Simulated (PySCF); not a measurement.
# Working out the ionisation energy of Se²⁺

Se²⁺ [Ar] 3d10 4s2 4p2 (3P) → Se³⁺ [Ar] 3d10 4s2 4p1 (2P). All numbers are calculated (PySCF 2.14, no relativity, point nucleus, in dyall-av2z (16s12p8d, 92 functions)). Frozen: [Ar] 3d10; the 39 highest virtual orbitals dropped. Energies in hartree (1 hartree = 27.21139 eV):

```tsv
part	Se²⁺ (lower)	Se³⁺ (upper)
UHF	-2398.764815	-2397.630144
CCSD correlation	-0.066666	-0.054795
(T)	-0.000827	-0.000503
```

**Question.** What does Hartree-Fock give?

**Answer.** (-2397.630144) − (-2398.764815) = 1.134671 hartree = 30.876 eV.

**Question.** What do CCSD and CCSD(T) give?

**Answer.** The CCSD correlation energies differ by 0.011871 hartree = 0.323 eV and the triples by 0.000324 hartree = 0.009 eV, so CCSD gives 31.199 eV and CCSD(T) 31.208 eV.

A first-order spin-orbit estimate adds -0.035 eV to CCSD(T) (valence), giving 31.173 eV against 31.697 ± 0.019 eV (measured; NIST Atomic Spectra Database, ionization energies).

The calculation is non-relativistic.

A double-zeta basis recovers only part of the correlation energy.

What remains against the reference includes basis incompleteness, the frozen core and higher excitations.
